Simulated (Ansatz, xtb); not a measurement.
## Two isomers of ClGeH5Si2

Structure I: `[SiH3][Ge][SiH2]Cl`, a singlet. Structure II: `[SiH3][SiH2][Ge][Cl]`, a singlet. Both are isolated molecules in the gas phase, relaxed with PBE0-D3(BJ)/pcseg-1; the shapes shown needn't be the lowest conformers.

I (Å):

```xyz
9

Cl   -2.9163    1.7076   -3.6278
Ge   -0.5294    0.8404   -0.7955
Si   -1.5972   -0.0209    1.2377
Si   -2.7517    0.7300   -1.7895
H    -0.6838   -0.8850    2.0431
H    -2.9099   -0.7248    1.0843
H    -1.8447    1.2463    2.0033
H    -3.8413    1.2783   -0.9268
H    -3.0289   -0.7196   -2.0421
```

II (Å):

```xyz
9

Cl    2.0656   -0.7926    0.8138
Ge    1.4547   -2.9285    0.7464
Si   -1.9906   -1.1486    0.2350
Si   -0.3828   -2.4728   -0.8483
H    -1.3951    0.1706    0.5940
H    -2.4324   -1.8324    1.4891
H    -3.1884   -0.9340   -0.6312
H    -1.0180   -3.7465   -1.3176
H     0.1544   -1.7411   -2.0380
```

Quicker runs give these differences E(II) − E(I): GFN2-xTB −9.5 kcal/mol; HF/STO-3G −13.5 kcal/mol (at GFN2-xTB geometries); r2SCAN-D4/def2-SVP −8.8 kcal/mol (at GFN2-xTB geometries).

Question: Estimate E(II) − E(I) at the level CCSD(T)/def2-SVP + ΔMP2/def2-TZVPP.

Answer: Calculated at CCSD(T)/def2-SVP + ΔMP2/def2-TZVPP: E(II) − E(I) = −3.2 kcal/mol, so structure II lies lower.

Level by level:

```json
{"level": "GFN2-xTB", "geometry": "GFN2-xTB", "E(II) − E(I) (kcal/mol)": "−9.5", "departure from the last row (kcal/mol)": "−6.3", "job, with rough time for the two": "optimisation, 0.17 s"}
{"level": "HF/STO-3G", "geometry": "GFN2-xTB", "E(II) − E(I) (kcal/mol)": "−13.5", "departure from the last row (kcal/mol)": "−10.2", "job, with rough time for the two": "single point, 0.56 s"}
{"level": "r2SCAN-D4/def2-SVP", "geometry": "GFN2-xTB", "E(II) − E(I) (kcal/mol)": "−8.8", "departure from the last row (kcal/mol)": "−5.5", "job, with rough time for the two": "single point, 5.2 s"}
{"level": "PBE0-D3(BJ)/pcseg-1", "geometry": "PBE0-D3(BJ)/pcseg-1", "E(II) − E(I) (kcal/mol)": "−5.2", "departure from the last row (kcal/mol)": "−2.0", "job, with rough time for the two": "optimisation, 1.8 min"}
{"level": "HF/def2-SVP", "geometry": "PBE0-D3(BJ)/pcseg-1", "E(II) − E(I) (kcal/mol)": "−4.8", "departure from the last row (kcal/mol)": "−1.6", "job, with rough time for the two": "part of the CCSD(T) run"}
{"level": "MP2/def2-SVP", "geometry": "PBE0-D3(BJ)/pcseg-1", "E(II) − E(I) (kcal/mol)": "−4.9", "departure from the last row (kcal/mol)": "−1.7", "job, with rough time for the two": "part of the CCSD(T) run"}
{"level": "CCSD(T)/def2-SVP", "geometry": "PBE0-D3(BJ)/pcseg-1", "E(II) − E(I) (kcal/mol)": "−5.9", "departure from the last row (kcal/mol)": "−2.7", "job, with rough time for the two": "single point"}
{"level": "CCSD(T)/def2-SVP + ΔMP2/def2-TZVPP", "geometry": "PBE0-D3(BJ)/pcseg-1", "E(II) − E(I) (kcal/mol)": "−3.2", "departure from the last row (kcal/mol)": "", "job, with rough time for the two": "single point, 41 s"}
```

As drawn, II has 1 Si–Si, 1 Cl–Ge in place of 1 Ge–Si, 1 Cl–Si.

The levels shown agree on the order. The largest departure from CCSD(T)/def2-SVP + ΔMP2/def2-TZVPP is that of HF/STO-3G, 10.2 kcal/mol. The last row adds to CCSD(T) the change of the MP2 difference between the two basis sets, here +2.7 kcal/mol.

With harmonic frequencies from PBE0-D3(BJ)/pcseg-1 (ideal gas, rigid rotor, one conformer each, 298.15 K, 1 atm): on the last row, ΔE + ΔZPE = −3.2 kcal/mol. A mode under 50 cm⁻¹ makes harmonic enthalpies and free energies unreliable, so none is given.

The correlated steps freeze 24 core orbitals; the filled d shell of Ge is correlated, in a basis made for valence electrons. Programs: Ansatz 0.2.0, xtb 6.7.1; the last row on 2 threads of Arm Neoverse V2 on a shared host.
